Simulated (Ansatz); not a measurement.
Abridged output of a molecular run in Ansatz:

```
Functional definition: HF
1065 factors; integrals over basis functions are off by at most 1.1e-3 eV
mean field evaluation 1: about -95728.2846 eV, gradient 3.7e1 eV
mean field evaluation 2: about -95728.3251 eV, gradient 3.7e1 eV
mean field evaluation 4: about -95731.6072 eV, gradient 3.4e0 eV
mean field evaluation 8: about -95731.6567 eV, gradient 2.1e-1 eV
mean field evaluation 16: about -95731.5568 eV, gradient 3.4e0 eV
mean field -95731.65707773 eV, -3518.0735083587 hartree, gradient 9.7e-6 eV, S^2 0.000000; 0 other end points of the search recorded, 0 dependent functions left out
25 core orbitals not correlated: weight in the atoms' cores, before any rotation towards them, 1.000 or more for the frozen orbitals, at most 0.000 for the correlated occupied ones
reference -95731.65707773 eV, -3518.0735083587 hartree; 20, 20 occupied and 70, 70 virtual orbitals, 1065 factors
second order -19.85541903 eV of doubles, -0.00000000 eV of singles
cycle   1  -20.31927969 eV  change   -4.6e-1 eV  update   1.1e-1
cycle   2  -20.86284448 eV  change   -5.4e-1 eV  update   3.4e-2
cycle   3  -20.98234702 eV  change   -1.2e-1 eV  update   1.8e-2
cycle   4  -20.97214873 eV  change    1.0e-2 eV  update   4.4e-3
cycle   5  -20.97104447 eV  change    1.1e-3 eV  update   2.1e-3
cycle   6  -20.97171200 eV  change   -6.7e-4 eV  update   7.4e-4
cycle   7  -20.97128310 eV  change    4.3e-4 eV  update   3.3e-4
cycle   8  -20.97129331 eV  change   -1.0e-5 eV  update   1.2e-4
cycle   9  -20.97135446 eV  change   -6.1e-5 eV  update   5.2e-5
cycle  10  -20.97132663 eV  change    2.8e-5 eV  update   2.0e-5
perturbative correction -0.57052787 eV, -0.0209665123 hartree
Total energy: -95753.19893222 eV, -3518.8651569098 hartree
```

Its atoms:

Z-matrix (Å, degrees):
```
Al
O 1 1.768
P 1 2.802 2 31.6
Cl 1 2.104 2 113.8 3 -102.5
Se 1 2.651 2 83.1 3 1.7
H 1 1.571 2 117.8 3 108.2
H 3 1.436 1 101.8 2 94.5
H 5 1.471 1 91.2 2 96.2
```

**Question.** Which basis set was used?
A. cc-pV(Q+d)Z
B. def2-TZVPP
C. def2-SVP
D. def2-QZVPP

**Answer.** C. It gives 115 functions.

**Question.** Write the keys of the input that set method, charge and spin (a neutral closed shell needs none for the last two).

**Answer.** 
```yaml
correlation: {method: ccsd_t}
```
